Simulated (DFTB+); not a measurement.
DFTB+ input (SCC-DFTB): The folder sk holds the Slater-Koster set scc that CP2K ships.

```
Geometry = xyzFormat {
12

C     -1.86965100     0.20288200     0.10853500
C     -0.43259100    -0.09073500    -0.07292900
O      0.00113500    -1.08714100    -0.77414900
O      0.42290200     0.65748000     0.47633100
C      1.87560400     0.41309800     0.33022900
H     -2.33266400     0.36803700    -0.86836600
H     -2.00015800     1.08216900     0.73218100
H     -2.36035100    -0.65762300     0.57193300
H      2.13130100     0.47587400    -0.72366900
H      2.33196600     1.20875100     0.90559800
H      2.10315700    -0.56670400     0.74038700
H     -0.70572100    -1.62469500    -1.17053800
}
Hamiltonian = DFTB {
  SCC = Yes
  SCCTolerance = 1e-8
  MaxSCCIterations = 300
  Charge = 1
  SlaterKosterFiles = Type2FileNames {
    Prefix = "sk/"
    Separator = ""
    Suffix = ".spl"
    LowerCaseTypeName = Yes
  }
  MaxAngularMomentum {
    C = "p"
    H = "s"
    O = "p"
  }
  Filling = Fermi { Temperature [K] = 0 }
}
ParserOptions { ParserVersion = 14 }
```

From the output:

```
    1   2   1  -1       1.03936574  p_y
    1   2   1   0       1.03338933  p_z
    1   2   1   1       0.93843861  p_x
    2   1   0   0       1.07036158  s
    2   2   1  -1       0.73592444  p_y
    2   2   1   0       0.73885689  p_z
    2   2   1   1       0.88057650  p_x
    3   1   0   0       1.69318261  s
    3   2   1  -1       1.36986512  p_y
    3   2   1   0       1.54062290  p_z
    3   2   1   1       1.67346831  p_x
    4   1   0   0       1.68202319  s
    4   2   1  -1       1.63102965  p_y
    4   2   1   0       1.61568341  p_z
    4   2   1   1       1.20349878  p_x
    5   1   0   0       1.25092338  s
    5   2   1  -1       1.01627805  p_y
    5   2   1   0       1.01736241  p_z
    5   2   1   1       0.70902877  p_x
    6   1   0   0       0.86201272  s
    7   1   0   0       0.85663716  s
    8   1   0   0       0.86201282  s
    9   1   0   0       0.89578970  s
   10   1   0   0       0.88113026  s
   11   1   0   0       0.89578956  s
   12   1   0   0       0.63821754  s

Fermi level:                        -0.4048712437 H          -11.0171 eV
Band energy:                       -21.3840422219 H         -581.8894 eV
TS:                                  0.0000000000 H            0.0000 eV
Band free energy (E-TS):           -21.3840422219 H         -581.8894 eV
Extrapolated E(0K):                -21.3840422219 H         -581.8894 eV
Input / Output electrons (q):     30.0000000000     30.0000000000

Energy H0:                         -14.6334406666 H         -398.1962 eV
Energy SCC:                          0.1222470482 H            3.3265 eV
Total Electronic energy:           -14.5111936184 H         -394.8697 eV
Repulsive energy:                    0.3550723687 H            9.6620 eV
Total energy:                      -14.1561212497 H         -385.2077 eV
Extrapolated to 0:                 -14.1561212497 H         -385.2077 eV
Total Mermin free energy:          -14.1561212497 H         -385.2077 eV
Force related energy:              -14.1561212497 H         -385.2077 eV

Non-constrained calculation

SCC converged

Warning: dipole moment is not defined absolutely!
Dipole moment:   -0.45509993   -0.43510622   -0.31859383 au
Dipole moment:   -1.15674873   -1.10592979   -0.80978482 Debye
```

The dipole moment of an ion depends on the origin.

The geometry given is a B3LYP-D3(BJ)/def2-TZVP minimum.
